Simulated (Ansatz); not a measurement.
`F[SiH2][SiH](F)S` and `F[SiH](F)S` differ in one atom or group.

Ansatz, PBE0-D4/def2-TZVP geometries, multiplicity 1. Each molecule was computed in one conformer, which needn't be the lowest.

```csv
property,`F[SiH2][SiH](F)S`
size of the dipole moment (PBE/def2-TZVPP) / D,1.27
HOMO–LUMO gap (PBE/def2-TZVPP) / eV,4.79
HOMO energy (ωB97M-V/def2-TZVPP) / eV,-10.09
HOMO–LUMO gap (B3LYP/def2-TZVPP) / eV,6.41
HOMO–LUMO gap (PBE0/def2-TZVPP) / eV,6.83
size of the dipole moment (B3LYP/def2-TZVPP) / D,1.43
```

Question: Give the same properties after the change, and the shifts. (Estimate.)

Answer: Ansatz gave: 
| property | `F[SiH](F)S` | shift |
| --- | --- | --- |
| size of the dipole moment (PBE/def2-TZVPP) / D | 0.72 | -0.55 |
| HOMO–LUMO gap (PBE/def2-TZVPP) / eV | 5.96 | 1.17 |
| HOMO energy (ωB97M-V/def2-TZVPP) / eV | -10.50 | -0.41 |
| HOMO–LUMO gap (B3LYP/def2-TZVPP) / eV | 7.66 | 1.25 |
| HOMO–LUMO gap (PBE0/def2-TZVPP) / eV | 8.21 | 1.38 |
| size of the dipole moment (B3LYP/def2-TZVPP) / D | 0.79 | -0.64 |

With PBE0 the HOMO falls by 0.31 eV and the LUMO rises by 1.08 eV, so the gap widens by about 1.39 eV. PBE moves the HOMO by -0.22 eV and ωB97M-V by -0.41 eV. The zero-point energy changes by -46.4 kJ/mol with -9 modes. Dipoles are sizes alone; their direction can turn.

B3LYP here is the variant with VWN-RPA as its local correlation; programs differ in this.
